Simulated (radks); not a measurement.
Results of a calculation; reference values are marked as such.
Question: Ionisation of S7+, [He] 2s2 2p5, to S8+, [He] 2s2 2p4, under several functionals. Scalar-relativistic Kohn-Sham, spin-polarised, spherical densities, point nucleus; open shells are filled with parallel spins first; a radial shooting solver on a logarithmic mesh with Libxc functionals. The NIST Atomic Spectra Database gives 328.79 eV (measured). Rank these functionals by the error of their Delta-SCF ionisation energy: BLYP; SOGGA; PBE; exchange-only PBE; exchange-only LDA.

Answer: From best to worst: SOGGA 328.78 eV (0.0); PBE 329.37 eV (+0.6); BLYP 329.47 eV (+0.7); exchange-only PBE 327.71 eV (-1.1); exchange-only LDA 326.51 eV (-2.3). Open shells are spherical and high-spin; term and fine-structure splittings are not resolved.
